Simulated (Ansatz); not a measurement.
Reaction (SMILES): C[SiH](C)[SiH3] -> C[Si](C)[SiH3] + H atom (the H-Si bond at the site shown breaks; other sites are not compared here)
Geometries: B3LYP-D3(BJ)/def2-TZVP minima from Ansatz (a quantum-chemistry and plane-wave program). Frequencies are from Ansatz.
Geometry of the first species:
SMILES: C[SiH](C)[SiH3]
```xyz
14

C     -1.3398     1.3758    -0.7059
Si    -0.5656    -0.0053     0.3121
C     -1.1060    -1.6886    -0.3340
Si     1.7746     0.1666     0.2569
H     -2.4300     1.3125    -0.6780
H     -1.0258     1.3122    -1.7499
H     -1.0498     2.3574    -0.3272
H     -1.0044     0.1331     1.7279
H     -0.7861    -1.8289    -1.3687
H     -0.6795    -2.4973     0.2620
H     -2.1937    -1.7842    -0.3022
H      2.2326     1.4797     0.7792
H      2.2712     0.0351    -1.1384
H      2.4142    -0.9010     1.0681
```
Charge 0, spin multiplicity 1.

Wanted: bond dissociation energy (enthalpy at 298 K, with B3LYP-D3(BJ) rigid-rotor harmonic-oscillator terms), in kcal/mol. Cores are frozen in the correlated levels unless marked. Open shells are spin-unrestricted. Spin-orbit coupling is left out. Non-relativistic. CBS(X,Y): correlation extrapolated as X^-3; Hartree-Fock from the larger set.

CCSD(T)/CBS(cc-pV(T+d)Z,cc-pV(Q+d)Z) (Ansatz) gives 91.0 kcal/mol.

Another calculation gave 84.1 kcal/mol. Which level was it?
A) SVWN5/def2-TZVPD (Ansatz)
B) PBE/def2-TZVPD (Ansatz)
C) BHLYP/def2-TZVPD (Ansatz)

B, PBE/def2-TZVPD (Ansatz). The others give 89.4 (BHLYP), 93.8 (SVWN5) kcal/mol.
